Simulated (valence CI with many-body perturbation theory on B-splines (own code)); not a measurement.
Sb³⁷⁺: electric-dipole lines

Method: valence CI with perturbative core correlation (CI+MBPT): four valence electrons over a frozen Dirac-Fock core [Ne], a basis of 11 s, 11 p, 9 d, 7 f, 5 g, 2 h, 1 i functions for each j, with the one-electron correlation potential Σ1 (screened to all orders), the two-electron term Σ2, the three-electron term Σ3, Breit, model QED; selected single and double excitations, second order for the rest (own B-spline code, finite nucleus).

No measured spectrum was set against this ion. As an estimate, large intervals hold to a few tenths of a per cent, small ones and those within an open d or f shell to about a per cent.

Lines 51 to 100 of 227 in falling wavelength, among levels below 30.089 Ry, chosen from the strongest by gf and those to the six lowest levels. Wavelengths and rates use the calculated energies. Electric multipoles are in the length gauge, E1 and E2 with the static RPA response of the core. Weak lines are less certain than strong ones. Lines between different terms over intervals too small for the method are left out, as are lines whose strength nearly cancels. Where a level lies close to another of its J and parity, the split of strength between their lines is uncertain. The highest levels of a list are the least certain.

Levels are named by their leading jj configuration (3d3/2^4 stands for four electrons in 3d with j = 3/2), which in mixed levels can hold well under half, so a name can repeat and another be missing. Letters in brackets count levels of one name in rising energy.

```
λ vac (Å)                           Upper                       Lower   A (s⁻¹)  S (a.u.)
    114.5  (3s 3p1/2 3p3/2 3d3/2) J=2 [b]  (3s 3p1/2 3p3/2^2) J=1 [a]  2.16e+09  8.01e-03
    114.5      (3s 3p1/2 3p3/2^2) J=1 [a]          (3s^2 3p3/2^2) J=2  1.79e+09  3.98e-03
    113.4           (3p1/2^2 3p3/2^2) J=0  (3s 3p1/2 3p3/2^2) J=1 [a]  2.42e+10  1.74e-02
    112.8          (3s 3p1/2^2 3d5/2) J=3  (3s 3p1/2 3p3/2^2) J=2 [a]  2.75e+09  1.36e-02
    112.6             (3p1/2 3p3/2^3) J=1            (3s 3p3/2^3) J=2  5.33e+09  1.13e-02
    111.2          (3s 3p1/2^2 3p3/2) J=1      (3s^2 3p1/2 3p3/2) J=1  2.49e+09  5.08e-03
    110.8  (3s 3p1/2 3p3/2 3d5/2) J=3 [c]      (3s^2 3p3/2 3d5/2) J=2  2.01e+09  9.43e-03
    109.6  (3s 3p1/2 3p3/2 3d5/2) J=4 [c]      (3s^2 3p3/2 3d5/2) J=4  4.57e+09  2.67e-02
    109.2      (3s 3p1/2 3p3/2^2) J=2 [b]          (3s^2 3p3/2^2) J=2  6.79e+09  2.19e-02
    109.1  (3s 3p1/2 3p3/2 3d5/2) J=3 [d]      (3s^2 3p3/2 3d5/2) J=4  6.51e+09  2.92e-02
    109.1  (3s 3p1/2 3p3/2 3d3/2) J=3 [a]      (3s^2 3p1/2 3d5/2) J=3  1.69e+09  7.59e-03
    108.6  (3s 3p1/2 3p3/2 3d3/2) J=2 [e]      (3s^2 3p3/2 3d3/2) J=3  8.13e+09  2.57e-02
    108.3          (3s 3p1/2^2 3d5/2) J=2  (3s 3p1/2 3p3/2^2) J=2 [a]  5.42e+09  1.70e-02
    108.1  (3s 3p1/2 3p3/2 3d3/2) J=2 [b]      (3s^2 3p1/2 3d5/2) J=3  8.09e+09  2.52e-02
    104.4      (3s 3p1/2 3p3/2^2) J=1 [b]          (3s^2 3p3/2^2) J=2  5.99e+09  1.01e-02
    103.7          (3s 3p1/2^2 3d3/2) J=1      (3s 3p1/2^2 3p3/2) J=1  4.66e+09  7.71e-03
    103.7  (3s 3p1/2 3p3/2 3d3/2) J=2 [c]  (3s 3p1/2 3p3/2^2) J=2 [b]  5.19e+09  1.43e-02
    95.29          (3s^2 3p1/2 3d3/2) J=2      (3s^2 3p1/2 3p3/2) J=2  4.12e+08  8.79e-04
    94.51  (3s 3p1/2 3p3/2 3d3/2) J=2 [c]      (3s^2 3p1/2 3d5/2) J=3  3.23e+09  6.74e-03
    94.25  (3s 3p1/2 3p3/2 3d3/2) J=2 [b]      (3s 3p1/2 3p3/2^2) J=3  9.71e+09  2.01e-02
    93.18  (3s 3p1/2 3p3/2 3d3/2) J=2 [a]  (3s 3p1/2 3p3/2^2) J=2 [a]  3.26e+09  6.51e-03
    91.66      (3s 3p1/2 3p3/2^2) J=2 [a]      (3s^2 3p1/2 3p3/2) J=2  6.35e+05  1.21e-06
    91.15          (3s^2 3p1/2 3d3/2) J=2      (3s^2 3p1/2 3p3/2) J=1  7.72e+06  1.44e-05
    90.33          (3s^2 3p3/2 3d3/2) J=1          (3s^2 3p3/2^2) J=0  5.91e+08  6.45e-04
    89.80          (3s 3p1/2^2 3d3/2) J=1      (3s 3p1/2^2 3p3/2) J=2  1.66e+09  1.78e-03
    87.82      (3s 3p1/2 3p3/2^2) J=2 [a]      (3s^2 3p1/2 3p3/2) J=1  1.37e+09  2.29e-03
    87.76          (3s 3p1/2^2 3d3/2) J=2      (3s 3p1/2^2 3p3/2) J=2  4.66e+09  7.78e-03
    86.58  (3s 3p1/2 3p3/2 3d5/2) J=3 [b]      (3s^2 3p1/2 3d5/2) J=2  2.99e+09  6.70e-03
    86.14          (3s^2 3p3/2 3d5/2) J=2          (3s^2 3p3/2^2) J=2  2.98e+07  4.69e-05
    85.71          (3s 3p1/2 3p3/2^2) J=3      (3s^2 3p1/2 3p3/2) J=2  6.67e+07  1.45e-04
    82.55          (3s^2 3p3/2 3d3/2) J=2          (3s^2 3p3/2^2) J=2  1.07e+09  1.49e-03
    82.49          (3s^2 3p3/2 3d3/2) J=1          (3s^2 3p3/2^2) J=2  1.07e+09  8.88e-04
    82.16          (3s^2 3p3/2 3d3/2) J=3          (3s^2 3p3/2^2) J=2  6.66e+09  1.28e-02
    81.69  (3s 3p1/2 3p3/2 3d5/2) J=4 [b]      (3s^2 3p1/2 3d5/2) J=3  9.91e+09  2.40e-02
    80.44          (3s^2 3p1/2 3d3/2) J=1      (3s^2 3p1/2 3p3/2) J=2  3.75e+09  2.89e-03
    80.21  (3s 3p1/2 3p3/2 3d5/2) J=3 [c]      (3s^2 3p1/2 3d5/2) J=2  5.84e+09  1.04e-02
    79.96      (3s 3p1/2 3p3/2 3d5/2) J=0  (3s 3p1/2 3p3/2^2) J=1 [b]  7.42e+10  1.87e-02
    79.91  (3s 3p1/2 3p3/2 3d5/2) J=1 [b]  (3s 3p1/2 3p3/2^2) J=1 [a]  1.05e+10  7.95e-03
    79.10  (3s 3p1/2 3p3/2 3d3/2) J=2 [e]  (3s 3p1/2 3p3/2^2) J=1 [a]  1.21e+10  1.47e-02
    78.78  (3s 3p1/2 3p3/2 3d3/2) J=2 [c]  (3s 3p1/2 3p3/2^2) J=2 [a]  1.21e+10  1.46e-02
    78.65  (3s 3p1/2 3p3/2 3d5/2) J=3 [a]  (3s 3p1/2 3p3/2^2) J=2 [a]  2.21e+10  3.71e-02
    78.54  (3s 3p1/2 3p3/2 3d5/2) J=1 [c]  (3s 3p1/2 3p3/2^2) J=2 [b]  8.24e+09  5.91e-03
    78.39          (3s 3p1/2^2 3d5/2) J=3      (3s 3p1/2^2 3p3/2) J=2  3.20e+10  5.32e-02
    78.02  (3s 3p1/2 3p3/2 3d5/2) J=2 [c]  (3s 3p1/2 3p3/2^2) J=2 [b]  1.73e+10  2.03e-02
    77.84  (3s 3p1/2 3p3/2 3d5/2) J=3 [e]  (3s 3p1/2 3p3/2^2) J=2 [b]  1.18e+11  1.92e-01
    77.78  (3s 3p1/2 3p3/2 3d5/2) J=2 [d]  (3s 3p1/2 3p3/2^2) J=1 [b]  6.97e+10  8.10e-02
    77.76  (3s 3p1/2 3p3/2 3d5/2) J=3 [b]      (3s 3p1/2 3p3/2^2) J=3  3.33e+10  5.40e-02
    77.76  (3s 3p1/2 3p3/2 3d5/2) J=4 [c]      (3s^2 3p1/2 3d5/2) J=3  1.15e+11  2.40e-01
    77.48  (3s 3p1/2 3p3/2 3d3/2) J=3 [b]      (3s 3p1/2 3p3/2^2) J=3  7.91e+09  1.27e-02
    77.47          (3s^2 3p1/2 3d3/2) J=1      (3s^2 3p1/2 3p3/2) J=1  3.69e+09  2.54e-03
```
